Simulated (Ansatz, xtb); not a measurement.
Two conformers of H8NSSi2+

Structure a: `[SiH3][NH2+][SiH2]S`, a singlet. Structure b: `[SiH3][NH2+][SiH2]S`, a singlet. Both are isolated ions in the gas phase, relaxed with B3LYP-D3(BJ)/def2-SVP.

a (Å):

```xyz
12

N    -1.0952   -0.8972    1.2569
S    -2.5197   -3.2645   -0.4679
Si   -0.9479   -1.8527   -0.3906
Si   -2.8535   -0.4545    1.8262
H     0.4188   -2.4105   -0.3278
H    -1.1763   -0.7739   -1.3707
H    -1.8495   -4.2274    0.2123
H    -0.5429   -0.0302    1.1767
H    -0.6314   -1.4290    2.0071
H    -3.3526   -1.6871    2.4633
H    -2.6321    0.6705    2.7596
H    -3.5364   -0.0754    0.5728
```

b (Å):

```xyz
12

N     1.0380    0.0326   -0.0699
S     2.7464    2.0844    1.8211
Si   -0.4523   -1.1006   -0.3471
Si    1.5642    0.3382    1.7445
H    -0.1332   -2.2840    0.4793
H    -0.4659   -1.3534   -1.8029
H    -1.5864   -0.2988    0.1554
H     1.8481   -0.3338   -0.5900
H     0.8528    0.9508   -0.5005
H     2.2428   -0.9325    2.0723
H     0.2554    0.5618    2.3892
H     3.9126    1.4465    1.5525
```

Estimate which is lower in electronic energy at CCSD(T)/def2-SVP + ΔMP2/def2-TZVPP, and by roughly how much.

Too close to call at this level: CCSD(T)/def2-SVP + ΔMP2/def2-TZVPP gives E(b) − E(a) = +0.49 kJ/mol.

Level by level:

```csv
level,geometry,E(b) − E(a) (kJ/mol),departure from the last row (kJ/mol),"job, with rough time for the two"
B3LYP-D3(BJ)/def2-SVP,B3LYP-D3(BJ)/def2-SVP,+2.30,+1.81,"optimisation, 2.6 min"
HF/def2-SVP,B3LYP-D3(BJ)/def2-SVP,−0.43,−0.91,part of the CCSD(T) run
MP2/def2-SVP,B3LYP-D3(BJ)/def2-SVP,+1.51,+1.02,part of the CCSD(T) run
CCSD(T)/def2-SVP,B3LYP-D3(BJ)/def2-SVP,+1.26,+0.78,single point
CCSD(T)/def2-SVP + ΔMP2/def2-TZVPP,B3LYP-D3(BJ)/def2-SVP,+0.49,,"single point, 22 s"
```

The largest departure from CCSD(T)/def2-SVP + ΔMP2/def2-TZVPP is that of B3LYP-D3(BJ)/def2-SVP, 1.81 kJ/mol. Levels run at GFN2-xTB geometries aren't shown. The last row adds to CCSD(T) the change of the MP2 difference between the two basis sets, here −0.78 kJ/mol.

With harmonic frequencies from B3LYP-D3(BJ)/def2-SVP (ideal gas, rigid rotor, one conformer each, 298.15 K, 1 atm): on the last row, ΔE + ΔZPE = −0.13 kJ/mol. A mode under 50 cm⁻¹ makes harmonic enthalpies and free energies unreliable, so none is given.

The correlated steps freeze 16 core orbitals. Codes used: Ansatz 0.2.0; the last row on 2 threads of Arm Neoverse V2 on a shared host.
